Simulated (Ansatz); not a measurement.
Consider the ligand exchange at the Al–Cl bond: `C[O][AlH][Cl]` + `[SiH3]S` → `C[O][AlH][S][SiH3]` + HCl.

Isolated molecules relaxed with PBE0-D4/def2-TZVP in Ansatz; ΔE leaves out vibrations. CCSD(T)/CBS adds triple-zeta CCSD(T) − MP2 to the extrapolated MP2 energy (def2 sets, frozen cores). This one scheme is used for every species. Functionals use def2-TZVPP. Each species was taken in one conformer, which may not be the lowest.

`C[O][AlH][Cl]`:

```xyz
8

C     0.438    0.826   -0.892
O    -0.170   -0.383   -0.535
Al   -0.599   -1.152    0.887
Cl   -0.195   -0.206    2.714
H    -0.242    1.414   -1.516
H     0.712    1.428   -0.018
H     1.344    0.628   -1.472
H    -1.288   -2.555    0.833
```

`[SiH3]S`:

Z-matrix (Å, degrees):
```
Si
S 1 2.137
H 1 1.485 2 111.6
H 1 1.485 2 111.6 3 -122.0
H 1 1.482 2 104.8 3 119.0
H 2 1.344 1 94.7 3 60.9
```

`C[O][AlH][S][SiH3]`:

Z-matrix (Å, degrees):
```
C
O 1 1.391
H 1 1.095 2 110.9
H 1 1.094 2 109.6 3 -119.2
H 1 1.095 2 112.0 3 120.8
Al 2 1.666 1 150.9 3 -82.8
S 6 2.186 2 124.1 1 2.6
H 6 1.569 2 118.2 1 -177.4
Si 7 2.134 6 101.3 2 3.8
H 9 1.483 7 106.8 6 172.0
H 9 1.486 7 111.6 6 -68.9
H 9 1.485 7 111.6 6 52.7
```

HCl:

Cartesian coordinates in Å:
```
Cl -0.143 -0.617 0.088
H 0.143 0.617 -0.088
```

| level | ΔE (eV) |
| --- | --- |
| ωB97M-V | 0.52 |
| B2PLYP | 0.56 |
| CCSD(T)/def2-TZVPP | 0.49 |
| SCS-MP2/def2-QZVPP | 0.52 |

Task: What does CCSD(T)/CBS give? (An estimate is asked.)

Result: Computed: +0.49 eV. The listed levels differ from it by 0.03, 0.07, 0.00, 0.03 eV.

Largest T1 diagnostic among the species: 0.012.

The D4 term adds −0.10 eV with B3LYP and −0.06 eV with PBE0; it sums over pairs of atoms, weighted by their polarisabilities, and B3LYP, whose exchange is more repulsive, gets the larger term. In def2-TZVPP, CCSD(T) changes the Hartree–Fock value by −0.17 eV (the triples alone add −0.03 eV) and MP2 by −0.18 eV.

B3LYP here is the variant with VWN-RPA as its local correlation; programs differ in this.
